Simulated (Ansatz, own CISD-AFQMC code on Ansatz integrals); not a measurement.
C2H2Si, SMILES `C1=C[Si]1` (charge 0, multiplicity 1).

Cartesian coordinates (Å):
SMILES: C1=C[Si]1
```xyz
5

C      0.6542     0.0076     0.4331
C     -0.6520    -0.0735     0.1533
Si    -0.0557     1.6500     0.0705
H      1.4265    -0.7052     0.6936
H     -1.3731    -0.8790     0.0939
```
Charge 0, multiplicity 1.

Frozen-core correlation energies in cc-pVDZ at a geometry from B3LYP-D3(BJ)/def2-TZVP, on an HF energy of -365.75010 Ha (<S^2> = 0.00). Wave-function levels are from Ansatz, the walk from an own CISD-AFQMC code on Ansatz integrals (time step 0.005/Ha, trial state from CCSD amplitudes, largest double 0.09).

```
level     correlation energy (mHa)
--------  ------------------------
MP2                         -331.6
CCSD                        -359.5
CCSD(T)                     -375.4
CCSDT(Q)                    -377.4
```

Question: What correlation energy does phaseless AFQMC give, and where does it lie among these levels?

Answer: -377.9 ± 0.4 mHa (one standard error). AFQMC minus each level: MP2 -46.3 mHa, CCSD -18.4 mHa, CCSD(T) -2.5 mHa, CCSDT(Q) -0.5 mHa.
